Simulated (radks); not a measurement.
Trend from Sc to Zn: ionisation energy by Delta-SCF between NIST ground configurations, and size. Method: Dirac Kohn-Sham, LDA (Slater exchange, Perdew-Wang correlation), spin-unpolarised, spherical densities, point nucleus; open shells fill j = l - 1/2 first; computed with a radial shooting solver on a logarithmic mesh with Libxc functionals.

Sc: configuration [Ar] 3d1 4s2; IE (eV) 7.059; NIST (eV) 6.561; kind exp.; outermost 4s1/2; <r> outermost (bohr) 3.69; r at 0.001 e/bohr^3 (bohr) 4.95
Ti: configuration [Ar] 3d2 4s2; IE (eV) 7.526; NIST (eV) 6.828; kind exp.; outermost 4s1/2; <r> outermost (bohr) 3.49; r at 0.001 e/bohr^3 (bohr) 4.83
V: configuration [Ar] 3d3 4s2; IE (eV) 7.343; NIST (eV) 6.746; kind exp.; outermost 4s1/2; <r> outermost (bohr) 3.32; r at 0.001 e/bohr^3 (bohr) 4.72
Cr: configuration [Ar] 3d5 4s1; IE (eV) 7.127; NIST (eV) 6.767; kind exp.; outermost 4s1/2; <r> outermost (bohr) 3.40; r at 0.001 e/bohr^3 (bohr) 4.48
Mn: configuration [Ar] 3d5 4s2; IE (eV) 8.642; NIST (eV) 7.434; kind exp.; outermost 4s1/2; <r> outermost (bohr) 3.07; r at 0.001 e/bohr^3 (bohr) 4.53
Fe: configuration [Ar] 3d6 4s2; IE (eV) 8.970; NIST (eV) 7.902; kind exp.; outermost 4s1/2; <r> outermost (bohr) 2.96; r at 0.001 e/bohr^3 (bohr) 4.45
Co: configuration [Ar] 3d7 4s2; IE (eV) 6.780; NIST (eV) 7.881; kind exp.; outermost 4s1/2; <r> outermost (bohr) 2.87; r at 0.001 e/bohr^3 (bohr) 4.37
Ni: configuration [Ar] 3d8 4s2; IE (eV) 6.651; NIST (eV) 7.640; kind exp.; outermost 4s1/2; <r> outermost (bohr) 2.78; r at 0.001 e/bohr^3 (bohr) 4.30
Cu: configuration [Ar] 3d10 4s1; IE (eV) 8.428; NIST (eV) 7.726; kind exp.; outermost 4s1/2; <r> outermost (bohr) 2.89; r at 0.001 e/bohr^3 (bohr) 4.09
Zn: configuration [Ar] 3d10 4s2; IE (eV) 10.184; NIST (eV) 9.394; kind exp.; outermost 4s1/2; <r> outermost (bohr) 2.63; r at 0.001 e/bohr^3 (bohr) 4.17

Reference values: NIST Atomic Spectra Database (measured). Spin polarisation and multiplet splitting are left out, so open shells lie too high by an amount that depends on their filling.

Beside tabulated values, note that spin-unpolarised runs miss the spin-polarisation part of the exchange energy of open shells.
